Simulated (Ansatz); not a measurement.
## A barrier at the coupled-cluster level

Start structure (SiNH$_{8}$OF, singlet), relaxed at PBE0-D4/def2-TZVP:

```tsv
atom	x (Å)	y (Å)	z (Å)
Si1	-0.7526	-0.1024	0.4167
H2	0.5234	0.6441	0.7253
H3	-1.0034	0.0205	-1.0368
H4	-0.5782	-1.4864	0.9011
N5	-2.1126	0.5668	1.2237
H6	2.0679	-0.6914	-1.3202
O7	1.4827	-1.4067	-1.0457
H8	1.6173	1.1230	-0.2670
F9	2.3092	1.2845	-0.8788
H10	-2.2348	0.4344	2.2144
H11	-2.5098	1.4420	0.9240
H12	1.1907	-1.8282	-1.8566
```

The step: SiNH₅ ([NH2][SiH3]) + H₂O + HF → SiNH₅O ([NH2][SiH2][OH]) + HF + H₂; bonds formed: Si1–O7, H2–H8, H6–F9; bonds broken: Si1–H2, H6–O7, H8–F9. Program: Ansatz 0.2.0. Basis: def2-TZVPP and def2-QZVPP. Cores are frozen in the correlated methods. Extrapolation: Hartree–Fock as exp(−7.88 √X), correlation as X^−2.97. Energies below are by CCSD(T) at an estimated basis limit (MP2 extrapolated from triple and quadruple zeta, plus CCSD(T) − MP2 in triple zeta).

Question: What are the electronic barrier and the energy of the step, from the start structure to the end structure? (Judge from chemistry; the value comes from the calculation.)

Answer: Computed: Barrier 96.0 kJ/mol; step energy -98.6 kJ/mol (downhill); reverse barrier, their difference, 194.7 kJ/mol. Barrier and step energy count from the start structure, the reverse barrier from the end structure.

The saddle point: One imaginary mode of 755i cm⁻¹.
```csv
pair,start (Å),saddle (Å),end (Å)
Si1–O7,2.97,1.84,1.68
H2–H8,1.55,1.03,0.75
H6–F9,2.04,1.36,0.95
Si1–H2,1.51,1.73,4.09
H6–O7,0.96,1.05,1.65
H8–F9,0.94,1.12,2.48
```

Zero-point energy (harmonic, PBE0-D4): ZPE is 227.8 kJ/mol at the start and 227.2 kJ/mol at the saddle, so the barrier goes from 96.0 to 95.5 kJ/mol.

The T1 diagnostic stays at or below 0.012.

Labels in which every atom is bracketed show which atoms are joined, not bond orders.

For scale, one of the runs: CCSD(T)/def2-TZVPP, 247 basis functions, launched by `ansatz run in.yaml --threads 4 --pin off --events-out ev --progress --plain --max-ram 9574MiB`. Time: 2.2 min of wall clock on 4 CPU threads of an Arm Neoverse V1; the host was shared. Peak host memory: 5.3 GiB.
